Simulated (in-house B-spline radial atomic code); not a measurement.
Response and correlation of Rb⁺

Closed shell [Ar] 3d10 4s2 4p6. Computed with a B-spline radial code for spherical atoms: Dirac-Hartree-Fock, relativistic RPA (time-dependent Dirac-Hartree-Fock) for the response and second-order many-body perturbation theory for correlation, no-pair Dirac-Coulomb Hamiltonian, finite nucleus, speed of light scaled by 100 (non-relativistic limit).

Command:
```bash
python run_mb.py task.json out
```
Settings (nuclear radius in fm, box in bohr, cutoff in hartree):
```
basis_form          2
Z                   37
core_configuration  [Ar] 3d10 4s2 4p6
rms_radius          4.2036
mass_number         85
speed_of_light      13703.59991
box_radius          25.846
lmax                7
intervals           66
virtual_cutoff      34225.0
```

Cost of the run: 7.7 s on 1 thread of Intel(R) Xeon(R) 6975P-C, with other jobs on the host.

| multipole (bohr³, bohr⁵, bohr⁷) | uncoupled | coupled RPA |
| --- | --- | --- |
| dipole | 9.3576 | ? |
| quadrupole | 28.935 | 36.378 |
| octupole | 237.56 | 323.16 |

What is the coupled dipole polarisability?

9.144 atomic units, -2 % against the uncoupled value.

Which subshells carry the dipole polarisability?

4p3/2 65.9 %, 4p1/2 32.9 %, 4s1/2 0.8 %.

What does the dipole shielding factor come to?

The dipole shielding factor is 0.973, against the exact N/Z = 36/37 = 0.973 of the non-relativistic theorem.

Dipole polarisability at imaginary frequency:

```
u (Eh)  α(iu) (bohr³)
     0          9.144
0.0566          9.102
 0.141          8.889
 0.283          8.207
 0.424          7.303
 0.566          6.347
 0.849          4.681
  1.13          3.479
  1.41           2.65
  1.98          1.652
  2.83         0.9652
  4.24          0.521
  5.66         0.3385
  8.49         0.1869
  14.1        0.08749
  28.3        0.02834
```

What dispersion coefficients follow for two such ions (the dispersion part alone)?

C6 = (3/π)∫α(iu)²du = 55.55 hartree·bohr⁶ and C8 = 1219 hartree·bohr⁸.

Lowest J = 1 odd-parity excitations:

| energy (eV) | oscillator strength | leading channel | weight |
| --- | --- | --- | --- |
| 16.771 | 7.09e-10 | 4p1/2 → s1/2 | 0.42 |
| 17.432 | 1.05e-07 | 4p3/2 → d3/2 | 0.322 |
| 17.496 | 0.539 | 4p3/2 → s1/2 | 0.665 |
| 19.041 | 1.29e-09 | 4p1/2 → d3/2 | 0.5 |
| 21.008 | 2.12 | 4p3/2 → d5/2 | 0.596 |
| 22.531 | 1.65e-08 | 4p1/2 → s1/2 | 0.655 |
| 22.655 | 0.127 | 4p3/2 → s1/2 | 0.666 |
| 22.917 | 1.52e-10 | 4p3/2 → d3/2 | 0.525 |

Second-order correlation energy by the highest angular momentum of the excited pair (hartree): s -0.02223, p -0.2137, d -0.6997, f -0.5949, g -0.1992, h -0.08458, i -0.03868, k -0.0197.

What is the second-order correlation energy at the partial-wave limit?

The listed waves sum to -1.8726 hartree; extrapolating the increments as (l + 1/2)⁻⁴ gives -1.9129 hartree, -1.45 eV per electron.
